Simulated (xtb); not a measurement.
A run for xtb: GFN-FF on Cl4Ga2.

```
$ xtb mol.xyz --gfnff --sp --chrg 0 --uhf 0
6

Ga     0.00000000     0.00000000     1.22615696
Ga    -0.00000000     0.00000000    -1.22615696
Cl     1.82326176    -0.00000000     2.36535934
Cl    -1.82326176     0.00000000     2.36535934
Cl    -0.00000000     1.82326176    -2.36535934
Cl     0.00000000    -1.82326176    -2.36535934
```

The log:

```
[...]
           -------------------------------------------------
          |                Calculation Setup                |
           -------------------------------------------------



          ==================== Thresholds ====================
          CN  :   150.00000
          rep :   500.00000
          disp:  2500.00000
          HB1 :   250.00000
          HB2 :   450.00000

          Pauling EN used:
          Z :17  EN :  3.16
          Z :31  EN :  1.81
          electric field strengths (au): 0.000

           -------------------------------------------------
          |           Force Field Initialization            |
           -------------------------------------------------

          distances ...
          ----------------------------------------
          generating topology and atomic info file ...
          pair mat ...
          computing topology distances matrix with Floyd-Warshall algo ...
          making topology EEQ charges ...
          #fragments for EEQ constrain: 1
          ----------------------------------------
          generating topology and atomic info file ...
          pair mat ...
          computing topology distances matrix with Floyd-Warshall algo ...
          making topology EEQ charges ...
          #fragments for EEQ constrain: 1
          rings ...
          # BATM   8
          # H in HB   0
          doing iterative Hueckel for 4 subsystem(s) ...

  atom   neighbors  erfCN metchar sp-hybrid imet pi  qest     coordinates
    1  Ga      3    2.76   0.03         2    1    0   0.089    0.000000    0.000000    2.317101
    2  Ga      3    2.76   0.03         2    1    0   0.089   -0.000000    0.000000   -2.317101
    3  Cl      1    0.97   0.00         0    0    0  -0.045    3.445465   -0.000000    4.469881
    4  Cl      1    0.97   0.00         0    0    0  -0.045   -3.445465    0.000000    4.469881
    5  Cl      1    0.97   0.00         0    0    0  -0.045   -0.000000    3.445465   -4.469881
    6  Cl      1    0.97   0.00         0    0    0  -0.045    0.000000   -3.445465   -4.469881

          #atoms :   6
          #bonds :   5
          #angl  :   6
          #tors  :   4
          #nmol  :   1
          #optfrag :   1
           -------------------------------------------------
          |                   G F N - F F                   |
          |          A general generic force-field          |
          |                  Version 1.0.3                  |
           -------------------------------------------------
          Number of HB bonds (bound hydrogen)     0
          Number of HB bonds (unbound hydrogen)   0
          Number of XB bonds                      0

 E+G (total)                   0 d,  0 h,  0 min,  0.000 sec
 distance/D3 list               ...        0 min,  0.000 sec (  0.907%)
 non bonded repulsion           ...        0 min,  0.000 sec ( 20.918%)
 dCN                            ...        0 min,  0.000 sec (  2.688%)
 EEQ energy and q               ...        0 min,  0.000 sec ( 18.702%)
 D3                             ...        0 min,  0.000 sec ( 11.114%)
 EEQ gradient                   ...        0 min,  0.000 sec ( 10.607%)
 bonds                          ...        0 min,  0.000 sec (  6.781%)
 bend and torsion               ...        0 min,  0.000 sec (  8.794%)
 bonded ATM                     ...        0 min,  0.000 sec (  2.837%)
 HB/XB (incl list setup)        ...        0 min,  0.000 sec ( 10.946%)

         :::::::::::::::::::::::::::::::::::::::::::::::::::::
         ::                     SUMMARY                     ::
         :::::::::::::::::::::::::::::::::::::::::::::::::::::
         :: total energy              -0.260258274779 Eh    ::
Note: The following floating-point exceptions are signalling: IEEE_UNDERFLOW_FLAG IEEE_DENORMAL
normal termination of xtb
         :: gradient norm              0.005150271511 Eh/a0 ::
         ::.................................................::
         :: bond energy               -0.269370925628 Eh    ::
         :: angle energy               0.000181091453 Eh    ::
         :: torsion energy             0.000102544156 Eh    ::
         :: repulsion energy           0.022593172483 Eh    ::
         :: electrostat energy        -0.008614506684 Eh    ::
         :: dispersion energy         -0.005148470893 Eh    ::
         :: HB energy                  0.000000000000 Eh    ::
         :: XB energy                  0.000000000000 Eh    ::
         :: bonded atm energy         -0.000001179666 Eh    ::
         :: external energy            0.000000000000 Eh    ::
         :: add. restraining           0.000000000000 Eh    ::
         :: total charge              -0.000000000000 e     ::
         :::::::::::::::::::::::::::::::::::::::::::::::::::::

           -------------------------------------------------
          |                Property Printout                |
           -------------------------------------------------

molecular dipole:
                 x           y           z       tot (Debye)
 q only:        0.000      -0.000      -0.000       0.000

           -------------------------------------------------
          | TOTAL ENERGY               -0.260258274779 Eh   |
          | GRADIENT NORM               0.005150271511 Eh/α |
           -------------------------------------------------
########################################################################
[WARNING] Runtime exception occurred
-1- gfnff_setup: Could not read topology file.
########################################################################

------------------------------------------------------------------------
------------------------------------------------------------------------
 total:
 SCF:
```

The run finished.

Cost: about 0.04 core-seconds (a rough figure).
